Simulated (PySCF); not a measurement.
**Magnetic susceptibility: `InChI=1S/C7H8O2/c1-2-3-7-4-5-8-6-9-7/h1,4H,3,5-6H2`**

Cartesian coordinates in Å; atom numbers follow the order of the lines, from 1:
```xyz
17

C     3.4493    0.0606   -0.5246
C     2.4717   -0.5560   -0.2159
C     1.2974   -1.3165    0.1549
C     0.0591   -0.4672    0.2625
C     0.0259    0.8393    0.5024
C    -1.2816    1.5741    0.5093
O    -2.3208    0.7653   -0.0217
C    -2.2532   -0.5262    0.4749
O    -1.0851   -1.2099    0.0992
H     4.3058    0.6008   -0.7978
H     1.1095   -2.0941   -0.5909
H     1.4777   -1.8140    1.1145
H     0.9298    1.4038    0.6461
H    -1.5442    1.9014    1.5300
H    -1.2362    2.4560   -0.1344
H    -2.3209   -0.5208    1.5809
H    -3.0912   -1.0845    0.0500
```

The calculation used GIAO PBE0/pcSseg-1 magnetisability, rotational g tensor and spin-rotation constants, non-relativistic, gas phase in PySCF 2.14.0. Geometry: GFN2-xTB.

Task: How diamagnetic is it, and how anisotropic?

Result: Isotropic -1238 × 10⁻³⁰ J/T², or -74.6 × 10⁻⁶ cm³/mol; principal values -1288, -1227, -1199 × 10⁻³⁰ J/T², anisotropy 78 × 10⁻³⁰ J/T² (root of half the summed squared differences of the principal values). The susceptibility is in cgs units.

Task: Split it along the inertial axes a, b, c into diamagnetic and paramagnetic parts about the centre of mass, with the quadrupole moment.

Result: 
```csv
axis,χ (10⁻⁶ cm³/mol),diamagnetic (10⁻⁶ cm³/mol),paramagnetic (10⁻⁶ cm³/mol),summed x² of all electrons (Å²),quadrupole Θ (D Å)
a,-75.4,-412.8,337.4,271.3,+0.33
b,-73.5,-1236.8,1163.3,77.1,+4.31
c,-74.7,-1478.3,1403.5,20.2,-4.64
```
Anisotropies 2χaa − χbb − χcc = -2.5 and 2χbb − χaa − χcc = +3.1 × 10⁻⁶ cm³/mol. Θ is traceless in Buckingham's convention.

Task: And the rotational g tensor?

Result: 
```tsv
axis	rotational constant (GHz)	g	nuclear part	electronic part
a	4.0312	-0.0300	0.6089	-0.6390
b	1.0299	-0.0097	0.5531	-0.5629
c	0.8546	-0.0055	0.5580	-0.5635
```
Asymmetric top; isotopes 12C, 1H, 16O; no vibrational averaging.
